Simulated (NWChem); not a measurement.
# TeCl$_{4}$; SMILES [Te](Cl)(Cl)(Cl)Cl

```xyz
5

Te     0.0000     0.0000     0.4085
Cl     1.8048     0.0000    -1.0841
Cl     0.0000     2.4467     0.3822
Cl    -1.8048     0.0000    -1.0841
Cl     0.0000    -2.4467     0.3822
```
Atoms are numbered in this order, from 1.

Level: PBE0/def2-SVP with def2 effective core potentials on Te (NWChem), optimised geometry, unscaled harmonic frequencies. def2 effective core potentials on Te; no spin-orbit coupling.

List the harmonic frequencies with IR intensities, and the thermochemistry.


```csv
frequency (cm⁻¹),IR intensity (km/mol)
73,1.3
96,4.8
145,0.0
147,5.9
164,2.9
305,3.8
348,217.3
377,57.2
382,21.0
```

```yaml
zero_point_energy: 2.9 kcal/mol
thermal correction to the enthalpy at 298.15 K (with zero-point energy): 8.3 kcal/mol
heat capacity Cv: 21.8 cal/(mol K)
entropy at 298.15 K and 1 atm (symmetry number 2): 91.5 cal/(mol K)
```

Rigid rotor and harmonic oscillator; modes under 100 cm⁻¹ make the entropy uncertain.
